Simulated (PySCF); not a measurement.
PySCF input for CH8O2Si3, SMILES O=CO[SiH2][SiH2][SiH3], TPSSh-D3(BJ)/def2-SVP. Coordinates come from a TPSSh-D3(BJ)/def2-SVP optimisation. The structure was generated by enumeration, and PubChem lists no compound with its InChIKey, so it may never have been made. One conformer was computed; it need not be the lowest.

```python
import numpy as np
from pyscf import gto, scf, dft, df
from pyscf.hessian import thermo

mol = gto.M(
    atom='''
    O     0.53166869    1.59719438    0.56823646
    C     1.71063547    1.36219213    0.41371052
    O     2.21920480    0.14682756    0.24143545
    Si    1.12356500   -1.21341811    0.25468515
    Si   -0.77611246   -0.75703731   -1.04638163
    Si   -2.33427693    0.49528405    0.19170178
    H     2.49770910    2.14115258    0.39652576
    H     0.77830218   -1.47552860    1.67743763
    H     1.98952735   -2.30631385   -0.25121945
    H    -1.34789441   -2.06206243   -1.49778960
    H    -0.31977381   -0.02064115   -2.26135353
    H    -2.26587351    1.93288094   -0.17424014
    H    -2.07541822    0.32018021    1.64656955
    H    -3.71183784   -0.00259696   -0.09564265
    ''',
    basis='def2-SVP',
    charge=0,
    spin=0,
    max_memory=1600,
    verbose=3,
)
mf = dft.RKS(mol, xc='tpssh').density_fit(auxbasis='def2-universal-jkfit')
mf.disp = 'd3bj'
mf.grids.level = 4
mf.conv_tol = 1e-11
mf.max_cycle = 100
mf.kernel()

# [left out here: the lines that compute and print the analytic Hessian (its translational invariance restored by hand, since the grid's response is missing), thermochemistry and intensities]
```

It prints:

```
converged SCF energy = -1061.5481224101

WARN: MGGA Hessian is sensitive to dft grids. grids.level 4 may not be dense enough.


WARN: DFTD3 does not support analytical Hessian, using finite difference


WARN: Mole.unit (angstrom) is changed to Bohr

Mode                                 0                   1                   2
Irrep
Freq [cm^-1]                       35.4494             72.0660            109.6160
Reduced mass [au]                   5.4421              3.8625              4.3878
Force const [Dyne/A]                0.0040              0.0118              0.0311
Char temp [K]                      51.0038            103.6869            157.7130
Normal mode                   x     y     z       x     y     z       x     y     z
       0   O                 0.01 -0.03  0.16    0.07 -0.02  0.03    0.07  0.05 -0.04
       1   C                -0.00  0.01  0.01    0.06 -0.02 -0.06    0.07  0.01  0.05
       2   O                 0.01  0.03 -0.10    0.04 -0.02 -0.07    0.04 -0.01  0.05
       3  Si                 0.02  0.02 -0.01   -0.03  0.04  0.06    0.04 -0.01 -0.05
       4  Si                -0.02 -0.06  0.02    0.02  0.05 -0.01   -0.03 -0.01  0.05
       5  Si                -0.00  0.04 -0.05   -0.07 -0.06 -0.01   -0.10 -0.01 -0.03
       6   H                -0.03  0.03 -0.05    0.06 -0.02 -0.14    0.10 -0.03  0.12
       7   H                 0.06  0.06  0.01   -0.06  0.18  0.08    0.10 -0.14 -0.06
       8   H                 0.01  0.01 -0.00   -0.09 -0.05  0.16    0.03  0.04 -0.18
       9   H                -0.04 -0.09  0.13    0.06  0.07 -0.12   -0.01 -0.04  0.13
      10   H                -0.05 -0.15 -0.04    0.06  0.14  0.06   -0.10 -0.05 -0.00
      11   H                 0.12  0.04 -0.03   -0.06 -0.03  0.11   -0.07 -0.01 -0.02
      12   H                -0.10  0.00 -0.04   -0.13 -0.16 -0.01   -0.19  0.00 -0.01
      13   H                -0.02  0.14 -0.14   -0.05 -0.05 -0.10   -0.08 -0.01 -0.12
[...]
      11   H                -0.07  0.02  0.06   -0.32  0.10  0.37   -0.05  0.05  0.19
      12   H                -0.10  0.10  0.03   -0.35  0.36  0.10   -0.07  0.22  0.04
      13   H                -0.02  0.06  0.01   -0.18  0.33  0.29   -0.02  0.06  0.02
Mode                                21                  22                  23
Irrep
Freq [cm^-1]                      943.7143            956.7271            963.9213
Reduced mass [au]                   1.0357              1.0558              1.0341
Force const [Dyne/A]                0.5435              0.5694              0.5661
Char temp [K]                    1357.7947           1376.5173           1386.8682
Normal mode                   x     y     z       x     y     z       x     y     z
       0   O                -0.00  0.00  0.00   -0.00  0.00  0.00   -0.00  0.00  0.00
       1   C                -0.00  0.00  0.00   -0.00  0.00 -0.00    0.00 -0.00  0.00
       2   O                 0.00 -0.00 -0.00    0.00 -0.00 -0.00   -0.00 -0.00 -0.00
       3  Si                -0.01  0.01 -0.01   -0.01  0.03 -0.02   -0.00  0.01 -0.00
       4  Si                -0.00 -0.00 -0.00    0.01  0.00  0.01    0.00  0.00  0.00
       5  Si                -0.02 -0.01 -0.01    0.01 -0.01  0.00    0.00  0.02 -0.02
       6   H                 0.00 -0.00  0.00   -0.00 -0.00  0.01   -0.00 -0.00 -0.00
       7   H                 0.15 -0.20 -0.00    0.34 -0.45 -0.01    0.08 -0.12 -0.00
       8   H                -0.01 -0.11  0.22   -0.00 -0.22  0.51   -0.01 -0.06  0.13
       9   H                 0.01 -0.01  0.01    0.01  0.09 -0.23    0.01  0.03 -0.07
      10   H                -0.01  0.02  0.01   -0.10 -0.19 -0.14   -0.01 -0.08 -0.06
      11   H                 0.35  0.10  0.49   -0.29 -0.02 -0.11    0.37  0.01  0.05
      12   H                 0.28  0.52  0.00   -0.04 -0.07  0.00   -0.49 -0.16  0.06
      13   H                 0.12 -0.25 -0.20   -0.09  0.27 -0.02    0.03 -0.41  0.58
Mode                                24                  25                  26
Irrep
Freq [cm^-1]                     1043.8588           1250.6973           1388.5170
Reduced mass [au]                   1.6667              6.5358              1.1609
Force const [Dyne/A]                1.0700              6.0236              1.3187
Char temp [K]                    1501.8804           1799.4750           1997.7668
Normal mode                   x     y     z       x     y     z       x     y     z
       0   O                -0.01  0.00 -0.05   -0.04 -0.01  0.00    0.07  0.02 -0.01
       1   C                 0.02 -0.02  0.17    0.02  0.19  0.02   -0.00 -0.07 -0.01
       2   O                -0.00  0.00 -0.04    0.03 -0.16 -0.02   -0.02 -0.01  0.00
       3  Si                -0.00 -0.00 -0.00   -0.00  0.00 -0.00    0.00  0.00  0.00
       4  Si                 0.00 -0.00  0.00   -0.00  0.00  0.00    0.00 -0.00 -0.00
       5  Si                 0.00 -0.00 -0.00    0.00  0.00  0.00   -0.00 -0.00 -0.00
       6   H                -0.08  0.07 -0.74   -0.05  0.26  0.03   -0.68  0.60  0.13
       7   H                 0.01  0.01  0.00    0.05  0.04  0.03   -0.01 -0.01 -0.01
       8   H                -0.00 -0.01  0.01    0.09  0.06  0.00   -0.02 -0.01  0.00
       9   H                -0.00  0.00 -0.00    0.02 -0.01  0.00   -0.00  0.00 -0.00
      10   H                -0.00 -0.00  0.00    0.00 -0.00 -0.00   -0.00  0.00  0.00
      11   H                -0.00  0.00  0.00    0.00  0.00 -0.01    0.00  0.00  0.00
      12   H                 0.00  0.00 -0.00   -0.00 -0.01  0.00    0.00  0.00 -0.00
      13   H                -0.00  0.00 -0.00    0.01 -0.01 -0.00   -0.00 -0.00  0.00
Mode                                27                  28                  29
Irrep
Freq [cm^-1]                     1778.3093           2214.5614           2230.8780
Reduced mass [au]                   9.7712              1.0351              1.0454
Force const [Dyne/A]               18.2060              2.9911              3.0653
Char temp [K]                    2558.5912           3186.2608           3209.7367
Normal mode                   x     y     z       x     y     z       x     y     z
       0   O                -0.15  0.03  0.02    0.00  0.00  0.00   -0.00  0.00 -0.00
       1   C                 0.21 -0.06 -0.03   -0.00  0.00  0.00    0.00 -0.00 -0.00
       2   O                -0.02  0.01  0.00    0.00 -0.00  0.00    0.00  0.00 -0.00
       3  Si                 0.00  0.00  0.00    0.00 -0.00  0.00    0.00 -0.00 -0.00
       4  Si                 0.00 -0.00 -0.00    0.01  0.02  0.02   -0.01 -0.02  0.02
       5  Si                -0.00 -0.00 -0.00   -0.01 -0.00 -0.00   -0.00  0.00 -0.00
       6   H                 0.02  0.16  0.01   -0.00 -0.00 -0.00   -0.00  0.00  0.00
       7   H                -0.02 -0.01 -0.02    0.01  0.00 -0.03   -0.01 -0.01  0.05
       8   H                -0.03 -0.02 -0.00   -0.03  0.04  0.02   -0.01  0.01  0.01
       9   H                -0.01 -0.00 -0.00   -0.36 -0.80 -0.27    0.09  0.21  0.09
      10   H                -0.00  0.00  0.00    0.07  0.13 -0.18    0.28  0.46 -0.76
      11   H                 0.00 -0.00  0.01   -0.01 -0.01  0.01   -0.01 -0.08  0.02
      12   H                 0.00  0.01 -0.00   -0.01  0.01 -0.03   -0.00  0.00  0.01
      13   H                -0.01  0.00 -0.00    0.22  0.08  0.05    0.07  0.03  0.02
Mode                                30                  31                  32
Irrep
Freq [cm^-1]                     2233.0130           2254.9443           2260.4558
Reduced mass [au]                   1.0364              1.0378              1.0376
Force const [Dyne/A]                3.0448              3.1092              3.1237
Char temp [K]                    3212.8085           3244.3627           3252.2926
Normal mode                   x     y     z       x     y     z       x     y     z
       0   O                 0.00 -0.00 -0.00   -0.00  0.00 -0.00    0.00 -0.00 -0.00
       1   C                -0.00  0.00  0.00    0.00 -0.00 -0.00   -0.00  0.00  0.00
       2   O                 0.00 -0.00  0.00   -0.00  0.00 -0.00    0.00 -0.00 -0.00
       3  Si                 0.00 -0.00  0.00    0.00  0.00 -0.01   -0.00 -0.01  0.03
       4  Si                 0.00  0.00  0.01    0.00  0.00 -0.00   -0.00 -0.00  0.00
       5  Si                 0.03  0.01  0.00    0.01  0.00  0.03    0.00  0.00  0.01
       6   H                -0.00 -0.00 -0.00   -0.00 -0.00  0.00    0.00 -0.00  0.00
       7   H                 0.01  0.00 -0.03   -0.09 -0.07  0.38    0.21  0.15 -0.84
       8   H                -0.02  0.03  0.02    0.03 -0.04 -0.03   -0.08  0.10  0.06
       9   H                -0.08 -0.18 -0.06   -0.01 -0.01 -0.00    0.02  0.05  0.02
      10   H                 0.05  0.07 -0.11   -0.01 -0.01  0.01    0.01  0.01 -0.02
      11   H                 0.02  0.07 -0.02   -0.01 -0.20  0.07   -0.01 -0.13  0.04
      12   H                 0.03 -0.01  0.09   -0.15  0.11 -0.84   -0.07  0.05 -0.37
      13   H                -0.87 -0.32 -0.18   -0.10 -0.03 -0.01   -0.01 -0.00 -0.00
Mode                                33                  34                  35
Irrep
Freq [cm^-1]                     2276.7984           2284.3635           3063.4800
Reduced mass [au]                   1.0474              1.0449              1.0921
Force const [Dyne/A]                3.1989              3.2126              6.0390
Char temp [K]                    3275.8060           3286.6905           4407.6657
Normal mode                   x     y     z       x     y     z       x     y     z
       0   O                 0.00 -0.00  0.00   -0.00 -0.00  0.00   -0.00  0.00  0.00
       1   C                -0.00  0.00  0.00    0.00  0.00 -0.00    0.06  0.06 -0.00
       2   O                -0.00 -0.00 -0.00    0.00 -0.00  0.00    0.00  0.00  0.00
       3  Si                -0.00  0.00  0.00    0.02 -0.02 -0.02   -0.00 -0.00 -0.00
       4  Si                 0.00  0.00 -0.00   -0.00 -0.00 -0.00   -0.00 -0.00 -0.00
       5  Si                 0.00  0.03 -0.02   -0.00  0.00 -0.00   -0.00  0.00 -0.00
       6   H                -0.00 -0.00 -0.00    0.00  0.00 -0.00   -0.67 -0.68  0.01
       7   H                -0.01 -0.00  0.02   -0.02 -0.03  0.14    0.00  0.00 -0.00
       8   H                 0.05 -0.06 -0.03   -0.56  0.71  0.33   -0.00  0.00  0.00
       9   H                -0.01 -0.03 -0.01    0.02  0.04  0.01    0.00  0.00  0.00
      10   H                -0.02 -0.04  0.06   -0.01 -0.02  0.04   -0.00 -0.00  0.00
      11   H                -0.05 -0.91  0.23   -0.00 -0.07  0.02    0.00 -0.00  0.00
      12   H                 0.05 -0.02  0.24    0.00 -0.00  0.03    0.00  0.00  0.00
      13   H                -0.05 -0.00 -0.01    0.01  0.00  0.00    0.00 -0.00 -0.00
temperature 298.1500 [K]
pressure 101325.00 [Pa]
Rotational constants [GHz] 2.56132 1.26340 0.95570
Symmetry number 1
Zero-point energy (ZPE) 0.08464 [Eh]   222211.532 [J/mol]
                           tot       elec      trans        rot        vib
Entropy [J/mol/K]       414.203      0.000    170.045    121.469    122.690
Cv [J/mol/K]            145.268      0.000     12.472     12.472    120.324
Cp [J/mol/K]            153.582      0.000     20.786     12.472    120.324
Internal energy [J/mol]                      3718.434   3718.434 240994.026
Internal energy [Eh]   -1061.45350  -1061.54812
Enthalpy [J/mol]                             6197.391   3718.434 240994.026
Enthalpy [Eh]          -1061.45256
Gibbs free energy [J/mol]                  -44501.518 -32497.431 204414.118
Gibbs free energy [Eh] -1061.49959
mode   freq/cm-1   IR/(km/mol)
   1       35.45         0.822
   2       72.07         1.091
   3      109.62         0.841
   4      120.72         2.287
   5      165.77         0.339
   6      182.69        10.354
   7      279.31        20.551
   8      369.76        12.499
   9      396.28         1.529
  10      455.96         8.316
  11      464.84        18.968
  12      533.80         3.161
  13      568.96        15.272
  14      664.77        70.452
  15      688.59        17.529
  16      697.25        47.711
  17      733.58       128.921
  18      800.01        16.503
  19      852.18       190.847
  20      890.04       248.655
  21      924.99        65.097
  22      943.71        94.527
  23      956.73        34.553
  24      963.92        58.048
  25     1043.86         0.092
  26     1250.70       264.881
  27     1388.52         3.514
  28     1778.31       249.841
  29     2214.56        72.654
  30     2230.88        64.048
  31     2233.01       139.857
  32     2254.94        27.324
  33     2260.46       118.664
  34     2276.80        96.993
  35     2284.36       110.034
  36     3063.48        70.991
max |gradient| / (hartree/bohr): 2.4712944959613572e-05
APT charges: [-0.6929  1.0048 -0.9456  1.1027  0.4786  0.7846 -0.0127 -0.2594 -0.2608
 -0.242  -0.2287 -0.2304 -0.232  -0.2662]
```

The calculation finished and met its thresholds.
